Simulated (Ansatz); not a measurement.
Calculated with Ansatz (gas phase, PBE0-D4/def2-TZVP geometries, no zero-point term in ΔE). CBS: MP2 limit from def2 TZ/QZ plus the TZ coupled-cluster correction, frozen cores. DFT in def2-TZVPP. B3LYP here is the variant with VWN-RPA as its local correlation; programs differ in this. For Ge, Zn outer-core shells are correlated without core-valence functions, which leaves a few kJ/mol of doubt a bond. Scalar relativity is left out up to krypton. Each species was taken in one conformer, which may not be the lowest.

Consider the formal exchange of groups at a C–N bond: `C[NH][GeH2][OH]` + `C[CH2][Zn][F]` → `C[CH](C)[Zn][F]` + `[NH2][GeH2][OH]`.

| level | ΔE (kJ/mol) | difference from CCSD(T)/CBS |
| --- | --- | --- |
| r2SCAN-D4 | -26.3 | -0.3 |
| B2PLYP | -22.6 | 3.4 |
| PBE | -22.7 | 3.3 |
| r2SCAN | -26.1 | -0.1 |
| PBE0 | -23.5 | 2.5 |
| B3LYP | -19.9 | 6.1 |
| MP2/def2-TZVPP | -27.8 | -1.8 |
| SCS-MP2/def2-TZVPP | -24.7 | 1.3 |
| CCSD/def2-TZVPP | -24.3 | 1.7 |
| HF/CBS(def2) | -18.0 | 8.0 |
| CCSD(T)/CBS | -26.0 | 0 |

Largest T1 diagnostic among the species: 0.015.

In def2-TZVPP, CCSD(T) changes the Hartree–Fock value by −7.1 kJ/mol (the triples alone add −0.8 kJ/mol) and MP2 by −9.8 kJ/mol.
